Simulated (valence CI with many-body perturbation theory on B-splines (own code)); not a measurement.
**Hyperfine factors and g values of P**

Level of theory: relativistic CI+MBPT: five valence electrons over a frozen Dirac-Fock core [Ne], a basis of 10 s, 10 p, 9 d, 7 f, 4 g, 2 h functions for each j, with the one-electron correlation potential Σ1, the two-electron term Σ2, the three-electron term Σ3, Breit, model QED; selected CI, second order for the rest, scaled by the run's own slope (own B-spline code, finite nucleus).

Against 25 measured levels this calculation errs by 60 cm⁻¹ on average and by 174 at most. These come from a selection out of the NIST Handbook of Basic Atomic Spectroscopic Data. Levels without a partner in it may be off by more. Among the levels kept, up to 1300 cm⁻¹ of a level comes from second order outside the variational space, and about a tenth of that is noise between levels of different J, which matters for small intervals.

A/g_I is the dipole constant over the nuclear g factor μ/I (μ in nuclear magnetons, uniformly magnetised nucleus), B/Q the quadrupole constant per barn. Both hold the static response of the core; the bare values leave it out. Large factors of s and p1/2 electrons are usually good to 5 to 10 %; those of open d and f shells near neutrality can be off by tens of per cent, and small factors of p3/2, d and f electrons come from cancelling terms and can be off by a factor of two or in sign, in half-filled shells by more. B is blank for J = 1/2, where it vanishes, and for nearly pure S terms. Energies count from the lowest level.

Names give the largest LS component (configuration and term), which can be under half, so a name can repeat, a term be missing and a line seem to break the LS rules; names also repeat where a configuration has a term twice. Letters in brackets count levels of one name in rising energy.

| Level | E (eV) | g | A/g_I (MHz) | A/g_I bare | B/Q (MHz/b) | B/Q bare |
| --- | --- | --- | --- | --- | --- | --- |
| 3s2 3p3 4S°_3/2 | 0.0000 | 2.002 | 35.0 | 28.3 |  |  |
| 3s2 3p3 2D°_5/2 | 1.419 | 1.200 | 318 | 282 | -20.1 | -17.1 |
| 3s2 3p3 2D°_3/2 | 1.422 | 0.800 | 183 | 165 | 16.5 | 14.4 |
| 3s2 3p3 2P°_1/2 | 2.343 | 0.666 | 873 | 772 |  |  |
| 3s2 3p3 2P°_3/2 | 2.346 | 1.333 | 184 | 163 | -17.5 | -15.4 |
| 3s2 3p2 4s 4P_1/2 | 6.933 | 2.667 | 205 | 182 |  |  |
| 3s2 3p2 4s 4P_3/2 | 6.952 | 1.734 | 134 | 121 | 304 | 262 |
| 3s2 3p2 4s 4P_5/2 | 6.981 | 1.601 | 315 | 280 | -384 | -331 |
| 3s2 3p2 4s 2P_1/2 | 7.173 | 0.669 | 147 | 135 |  |  |
| 3s2 3p2 4s 2P_3/2 | 7.211 | 1.335 | 277 | 245 | -385 | -332 |
| 3s 3p4 4P_5/2 | 7.371 | 1.601 | 845 | 752 | 210 | 180 |
| 3s 3p4 4P_3/2 | 7.397 | 1.735 | 884 | 787 | -167 | -143 |
| 3s 3p4 4P_1/2 | 7.407 | 2.670 | 2010 | 1790 |  |  |
| 3s2 3p2 4p 2S°_1/2 | 7.959 | 2.001 | 31.3 | 26.6 |  |  |
| 3s2 3p2 4s 2D_5/2 | 8.085 | 1.201 | 397 | 354 | 753 | 650 |
| 3s2 3p2 4s 2D_3/2 | 8.088 | 0.800 | 352 | 313 | 527 | 455 |
| 3s2 3p2 4p 4D°_1/2 | 8.100 | 0.007 | 176 | 159 |  |  |
| 3s2 3p2 4p 4D°_3/2 | 8.110 | 1.206 | 82.1 | 73.9 | 42.9 | 37.0 |
| 3s2 3p2 4p 4D°_5/2 | 8.125 | 1.375 | 93.0 | 83.2 | -32.6 | -28.0 |
| 3s2 3p2 4p 4D°_7/2 | 8.150 | 1.429 | 164 | 146 | -371 | -319 |
| 3s2 3p2 4p 4P°_1/2 | 8.220 | 2.658 | -97.9 | -86.4 |  |  |
| 3s2 3p2 4p 4P°_3/2 | 8.222 | 1.755 | 53.6 | 47.0 | -157 | -135 |
| 3s2 3p2 4p 4P°_5/2 | 8.243 | 1.588 | 125 | 111 | 65.9 | 56.6 |
| 3s2 3p2 4p 4S°_3/2 | 8.278 | 1.800 | 162 | 144 | -66.8 | -57.6 |
| 3s2 3p2 4p 2D°_3/2 [a] | 8.281 | 0.976 | 197 | 175 | -172 | -148 |
| 3s2 3p2 4p 2D°_5/2 [a] | 8.315 | 1.211 | 205 | 182 | -325 | -280 |
| 3s2 3p2 3d 2P_3/2 | 8.422 | 1.330 | -98.2 | -86.4 | -42.5 | -37.1 |
| 3s2 3p2 4p 2P°_1/2 | 8.424 | 0.669 | 405 | 359 |  |  |
| 3s2 3p2 4p 2P°_3/2 | 8.438 | 1.333 | 179 | 159 | 145 | 125 |
| 3s2 3p2 3d 2P_1/2 | 8.446 | 0.663 | -182 | -160 |  |  |
| 3s2 3p2 3d 4F_3/2 | 8.457 | 0.403 | 106 | 96.6 | -160 | -139 |
| 3s2 3p2 3d 4F_5/2 | 8.466 | 1.030 | 74.9 | 68.0 | -135 | -118 |
| 3s2 3p2 3d 4F_7/2 | 8.481 | 1.240 | 80.1 | 72.0 | -204 | -177 |
| 3s2 3p2 3d 4F_9/2 | 8.495 | 1.334 | 113 | 101 | -389 | -337 |
| 3s2 3p2 3d 4D_1/2 | 8.661 | 0.002 | 258 | 229 |  |  |
| 3s2 3p2 3d 4D_3/2 | 8.666 | 1.199 | 132 | 117 | -32.3 | -27.8 |
| 3s2 3p2 3d 4D_5/2 | 8.667 | 1.365 | 94.2 | 83.8 | 72.0 | 61.9 |
| 3s2 3p2 3d 4D_7/2 | 8.674 | 1.422 | 37.5 | 33.9 | 316 | 272 |
| 3s2 3p2 3d 2F_5/2 | 8.727 | 0.863 | 150 | 134 | -272 | -235 |
| 3s2 3p2 3d 2F_7/2 | 8.764 | 1.149 | 133 | 118 | -316 | -273 |

(1) Take the isotope of mass number 31, with I = 1/2, μ = 1.13093 μN. What is the hyperfine structure of 3s2 3p3 4S°_3/2?

## Answers

(1) From the table A = 79.1 MHz. Shifts from the centre of gravity in MHz: F = 1: -98.9, F = 2: 59.3.
